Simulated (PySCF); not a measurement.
Ir²⁺: excitation energy

Ir²⁺ [Xe] 4f14 5d7 (4F) → Ir²⁺ [Xe] 4f14 5d6 6p1 (high-spin determinant), as a difference of total energies. Calculation: PySCF 2.14, in aug-cc-pVTZ-PP with one added diffuse shell each of s, p, d, f, g type with ECP60MDF (7s7p6d4f3g, 113 functions); scalar relativity through the core potential. Correlated levels: valence: 5s2 5p6 frozen. The calculations carry no spin-orbit coupling.

```
           method  excitation energy (eV)
              UHF                   8.677
              LDA                   9.187
              PBE                   9.185
             PBE0                   9.289
           r2SCAN                   9.081
           B2PLYP                   9.501
           M06-2X                   9.839
          LC-wPBE                   9.390
    MP2 (valence)                   9.426
SCS-MP2 (valence)                   9.880
```

Question: How much does correlation contribute at MP2 (valence)?

Answer: 9.426 − (8.677) = 0.749 eV, measured against UHF.

The determinant of the upper state mixes LS terms, which raises its energy above the lowest term, most at the Hartree-Fock and MP2 levels.
